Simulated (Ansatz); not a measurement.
One change: `F[SiH](F)[NH][GeH3]` becomes `BN[SiH](F)F`.

Ansatz, PBE0-D4/def2-TZVP geometries, multiplicity 1. Each molecule was computed in one conformer, which needn't be the lowest.

Scalar relativity is left out up to krypton.

```
                                      property  `F[SiH](F)[NH][GeH3]`
size of the dipole moment (PBE/def2-TZVPP) / D                   2.53
             HOMO energy (PBE/def2-TZVPP) / eV                  -6.64
         LUMO energy (ωB97M-V/def2-TZVPP) / eV                   1.80
         HOMO–LUMO gap (B3LYP/def2-TZVPP) / eV                   7.69
           LUMO energy (B3LYP/def2-TZVPP) / eV                  -0.12
             LUMO energy (PBE/def2-TZVPP) / eV                  -0.70
```

Question: Give the same properties after the change, and the shifts. (An estimate is asked.)

Answer: The calculation gave: 
| property | `BN[SiH](F)F` | shift |
| --- | --- | --- |
| size of the dipole moment (PBE/def2-TZVPP) / D | 0.80 | -1.73 |
| HOMO energy (PBE/def2-TZVPP) / eV | -7.96 | -1.32 |
| LUMO energy (ωB97M-V/def2-TZVPP) / eV | 1.30 | -0.50 |
| HOMO–LUMO gap (B3LYP/def2-TZVPP) / eV | 8.42 | 0.73 |
| LUMO energy (B3LYP/def2-TZVPP) / eV | -0.82 | -0.70 |
| LUMO energy (PBE/def2-TZVPP) / eV | -1.58 | -0.88 |

With PBE0 the HOMO falls by 1.37 eV and the LUMO falls by 0.74 eV, so the gap widens by about 0.63 eV. PBE moves the HOMO by -1.32 eV and ωB97M-V by -1.40 eV. Dipoles are sizes alone; their direction can turn.

B3LYP here is the variant with VWN-RPA as its local correlation; programs differ in this.
